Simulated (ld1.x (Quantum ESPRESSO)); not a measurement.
**Ca (Z = 20), TM: configuration errors across variants**

ld1.x (Quantum ESPRESSO) 7.5 input, shortened:

```
&input
   title='Ca', zed=20., rel=1, dft='PBESOL', iswitch=3,
   config='[Ar] 3d0 4s1 4p1'
 /
 &inputp
   pseudotype=2, tm=.true., lloc=1,
   nlcc=.false.
 /
3
3S  1  0   2.00   0.00  1.55  1.55  0.0
3D  3  2   0.00   0.00  3.05  3.05  0.0
3P  2  1   6.00   0.00  1.85  1.85  0.0
 &test
   configts(1)='3s2 3p6 3d0 4s1 4p1'
 /
```

Occupied shells without a wave of their own: 4p, 4s. They enter only through the test configuration that unscreens the potential.

All-electron excitation energies from the reference (eV): (1) 3s2 3p6 3d0 4s2 4p0 -2.426; (2) 3s2 3p6 3d0 4s1 4p0 3.879; (3) 3s2 3p6 3d0 4s0 4p0 15.560; (4) 3s1 3p6 3d0 4s2 4p0 51.660; (5) 3s2 3p6 3d0 4s1.5 4p0 0.077; (6) 3s2 3p6 3d1 4s0 4p0 5.200; (7) 3s2 3p6 3d0 4s0 4p2 2.519.

For the base: The 4p, 4s levels have no wave, so the channel is fitted at the deeper level alone: the likely source of the large errors.

On the changes marked as counting shells twice: ld1.x takes every shell without a wave as core, so the model core holds the marked electrons as well and exchange and correlation see them twice. This cancels in the reference configuration, but the file is broken for other ones, and its errors say nothing about a proper core correction.

4 further variants failed, have other tests or another functional or relativity, and are left out.

Errors AE − PS in meV (a dash: test not solved or not reliable):

```csv
change,(1),(2),(3),(4),(5),(6),(7),bound ghosts
base,+85,-13,-211,+238,+45,-5.5,-100,none
"all radii scaled by about 0.80 (s 1.24, p 1.48, d 2.42 bohr)",+32,-11,-95,+104,+15,-15,-37,none
"core correction a·sin(br)/r model core inside 1.08 bohr (4p, 4s counted twice)",+55,-201,-980,+44,-28,-466,-123,none
wave 3p (bound): rc 1.85 bohr becomes 3p (bound): rc 1.46 bohr,+79,-7.0,-185,+223,+44,+7.8,-94,none
wave 3d (bound): rc 3.05 bohr becomes 3d (bound): rc 3.98 bohr,+85,-13,-211,+238,+45,+180,-100,none
```

Question: Give the same row for: local potential the d channel.

Answer: +422, +361, -320, +2164, +426, +101, -686; bound ghosts: none.
